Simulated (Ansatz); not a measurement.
Which method gave which barrier?

Saddle point of BHBrOF, singlet (BHBrOF ([OH][B]([F])[Br]) → BOF + HBr; bonds formed: Br2–H4; bonds broken: B1–Br2, O3–H4), PBE0-D4/def2-TZVP structure:

```tsv
atom	x (Å)	y (Å)	z (Å)
B1	-0.4263	0.4722	0.3325
Br2	1.2464	-1.3455	-0.0412
O3	-0.6018	0.6155	-0.8934
H4	0.3579	-0.4230	-0.9843
F5	-0.5763	0.6808	1.5863
```

Program: Ansatz 0.2.0. Basis: def2-TZVPP, with def2-QZVPP for the basis limit. Cores are frozen in the correlated methods. Filled d shells of the heavier atoms are correlated. The def2 sets are not built for correlating such inner shells, so the correlated values are less sure here. Extrapolation: Hartree–Fock as exp(−7.88 √X), correlation as X^−2.97. Four methods, as single points on the PBE0-D4 structures, gave these electronic barriers from the start structure: 195.4, 221.7, 230.5, 275.6 kJ/mol.

**Question.** The methods were, in alphabetical order, CCSD(T), HF, PBE0-D4, SPW92. Which gave which? (Judge from chemistry; the calculation decides.)

**Answer.** By the calculation: SPW92 195.4; PBE0-D4 221.7; CCSD(T) 230.5; HF 275.6 kJ/mol. For comparison, CCSD(T) at an estimated basis limit (MP2 extrapolated from triple and quadruple zeta, plus CCSD(T) − MP2 in triple zeta) gives 228.5 kJ/mol.

T1 diagnostic: at most 0.013.

Labels in which every atom is bracketed show which atoms are joined, not bond orders.

For scale, one of the runs: CCSD(T)/def2-TZVPP, 155 basis functions, launched by `ansatz run in.yaml --threads 2 --pin off --events-out ev --progress --plain --max-ram 4352MiB`. Time: 45 s of wall clock on 2 CPU threads of an Arm Neoverse V2; the host was shared. Peak host memory: 1.2 GiB.
